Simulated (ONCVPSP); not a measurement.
Before and after: ONCV potential for Sr

- Element: strontium (Sr)
- Generator: ONCVPSP 4.0.1
- Type: optimised norm-conserving Vanderbilt (ONCV)
- Functional: PBE
- Relativity: scalar-relativistic
- Frozen core: [Ar] 3d10
- Valence charge: 10
- Reference configuration: 4s2 4p6 5s2
- Partial waves: 4s+5s: rc 2.50 bohr, ncon 3, nbas 7, qcut 4.5 1/bohr, 2 projectors; 4p: rc 1.70 bohr, ncon 5, nbas 9, qcut 5.5 1/bohr, 2 projectors, debl 3.7 Ha; d scattering state at 0.19 Ha: rc 2.45 bohr, ncon 5, nbas 9, qcut 4.1 1/bohr, 1 projector; f scattering state at 0.38 Ha: rc 2.65 bohr, ncon 4, nbas 7, qcut 4.1 1/bohr, 2 projectors, debl 3.3 Ha
- Local potential: polynomial inside 1.15 bohr (lpopt 5, dvloc0 4 Ha)
- Core correction: none

In the d channel the program set the typed energies aside and used 0.050 Ha.

Change: s: qcut 3.7; p: qcut 4.5; d: qcut 3.4; f: qcut 3.4.

Cutoffs: the cutoffs (Ha) at which the residual kinetic energy of the hardest occupied pseudo-wave falls to 1 and 0.1 mHa per electron; they do not see the model core or the augmentation charge, which bear on the density cutoff. Errors are all-electron minus pseudo energies relative to the spin-unpolarised reference configuration.

**Question.** How do hardness, ghosts and transferability respond?

**Answer.** The potential gets harder (16 Ha and 76 Ha → 39 Ha and 83 Ha); a bound ghost appears in f, which as a rule spoils a file; the errors of the 4 common tests hardly move.

| quantity | base | changed |
| --- | --- | --- |
| cutoff, loose | 16 Ha | 39 Ha |
| cutoff, tight | 76 Ha | 83 Ha |
| loose cutoff by channel | s 3.8 Ha, p 16 Ha | s 4.0 Ha, p 39 Ha |
| bound ghosts | none | f |
| GHOST(+) flags under 300 eV | f at 116.4 eV | s at 65.4 eV |
| error for 4s2 4p6 5s1, meV [ΔE 5.89 eV] | -0.6 | -0.5 |
| error for 4s2 4p6 5s0, meV [ΔE 16.89 eV] | -3.5 | -3.7 |
| error for 4s2 4p6 5s1.5, meV [ΔE 2.34 eV] | -0.2 | -0.1 |
| error for 4s1 4p6 5s2, meV [ΔE 47.02 eV] | -305 | -327 |
| s: phases at 2.53 bohr within 0.05 rad from the reference energy up to (Ha; the scan ends near 5) | 2.2 | 1.9 |
| p: phases at 1.73 bohr within 0.05 rad from the reference energy up to (Ha; the scan ends near 5) | to the end of the scan | to the end of the scan |
| d: phases at 2.49 bohr within 0.05 rad from the reference energy up to (Ha; the scan ends near 5) | 1.6 | 1.4 |
| f: phases at 2.69 bohr within 0.05 rad from the reference energy up to (Ha; the scan ends near 5) | 2.1 | 1.6 |

 A true bound ghost makes a file unfit for plane-wave use even where its test errors are small: the radial tests pick states by their node count and pass the ghost by.
